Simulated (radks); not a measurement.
All-electron atom: Sc+ in [Ar] 4s2 (not the ground configuration).

All-electron calculation, non-relativistic Kohn-Sham, PBEsol, spin-polarised, spherical densities, point nucleus. Program: a radial shooting solver on a logarithmic mesh with Libxc functionals.

Energy parts (hartree):
part                       energy
total                  -759.16911
kinetic                 758.37629
electron-nucleus      -1789.30417
Hartree                 309.10526
exchange-correlation    -37.34649

Orbitals (lengths in bohr, moments of r in powers of bohr; r(90%) holds 90 % of the orbital's charge):
| orbital | occ. | eigenvalue (hartree) | r(90%) |
|---|---|---|---|
| 1s | 2 | -160.8917 | 0.131 |
| 2s | 2 | -17.73816 | 0.539 |
| 2p | 6 | -14.74071 | 0.508 |
| 3s | 2 | -2.45530 | 1.60 |
| 3p | 6 | -1.68319 | 1.75 |
| 4s | 2 | -0.41409 | 4.63 |

The highest occupied level is 4s at -11.268 eV. The density falls to 0.001 e/bohr^3 at r = 4.56 bohr.
